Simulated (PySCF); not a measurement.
# Radial density of Ho³⁺ (holmium, charge +3)

BLYP, [Xe] 4f10, one real determinant. Calculation: PySCF 2.14, in ANO-RCC-VTZP (8s7p5d3f2g1h, 104 functions); scalar relativity by spin-free X2C-1e.

```csv
r (bohr),4πr²ρ (e/bohr),4πr²(ρα − ρβ)
0.0196,84.72,0.0023
0.0330,82.74,0.0058
0.0556,117.0,0.0089
0.0935,99.20,0.0307
0.157,103.5,0.3651
0.264,67.52,2.1296
0.445,55.92,5.1427
0.748,30.49,4.1248
1.26,11.44,1.2074
2.12,2.211,0.0815
3.56,0.04202,0.0014
5.99,0.0001020,0.0000
```

Densities and radii are taken from the X2C orbitals without a picture-change correction, which distorts them close to the nucleus.

⟨L²⟩ = 34.01 against 42 for a pure I term, so this real determinant mixes terms. Spin-orbit coupling, absent here, splits the open shell strongly.
